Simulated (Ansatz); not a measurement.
One change: `[Cl][SnH2][I]` becomes `[Cl][GeH2][I]`.

Ansatz, PBE0-D4/def2-TZVP geometries, multiplicity 1. 

Elements past krypton have def2 core potentials. Scalar relativity is left out up to krypton.

```csv
property,`[Cl][SnH2][I]`
size of the dipole moment (ωB97M-V/def2-TZVPP) / D,2.21
"ideal-gas entropy at 298 K and 1 bar (rigid rotor, harmonic PBE0-D4/def2-TZVP) / J/(mol·K)",340
HOMO energy (PBE/def2-TZVPP) / eV,-6.75
HOMO–LUMO gap (PBE0/def2-TZVPP) / eV,6.05
HOMO energy (B3LYP/def2-TZVPP) / eV,-7.64
size of the dipole moment (PBE/def2-TZVPP) / D,2.04
```

Task: What does the change do to each property? (Estimate.)

Result: Ansatz gave: 
| property | `[Cl][GeH2][I]` | shift |
| --- | --- | --- |
| size of the dipole moment (ωB97M-V/def2-TZVPP) / D | 1.65 | -0.56 |
| ideal-gas entropy at 298 K and 1 bar (rigid rotor, harmonic PBE0-D4/def2-TZVP) / J/(mol·K) | 327 | -13 |
| HOMO energy (PBE/def2-TZVPP) / eV | -6.75 | 0.00 |
| HOMO–LUMO gap (PBE0/def2-TZVPP) / eV | 6.43 | 0.38 |
| HOMO energy (B3LYP/def2-TZVPP) / eV | -7.65 | -0.01 |
| size of the dipole moment (PBE/def2-TZVPP) / D | 1.51 | -0.53 |

Dipoles are sizes alone; their direction can turn.

B3LYP here is the variant with VWN-RPA as its local correlation; programs differ in this.

Spin–orbit coupling is left out; it splits and shifts lone-pair levels of the heavy atoms by tenths of an eV.
